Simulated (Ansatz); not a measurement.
Species: SF, charge -1, multiplicity 1. 
Structure (B3LYP-D3(BJ)/def2-TZVP (Ansatz, an electronic-structure program) minimum search):
```
F
S 1 1.7464
```
Charge -1, spin multiplicity 1.

Basis-set convergence of Hartree-Fock and CCSD correlation energies (hartree) with Ansatz. Cores are frozen in the correlated levels unless marked. Spin-orbit coupling is left out. No relativistic terms. This anion needs diffuse functions, which these sets lack.

| basis | functions | E(HF) | E(corr, CCSD) |
|---|---|---|---|
| def2-SVP | 32 | -496.71933 | -0.32380 |
| def2-TZVPP | 73 | -497.00283 | -0.44513 |
| def2-QZVPP | 127 | ? | ? |

Task: What belongs in the gaps?

Result: 
- def2-QZVPP, E(HF): -497.02362
- def2-QZVPP, E(corr, CCSD): -0.48534
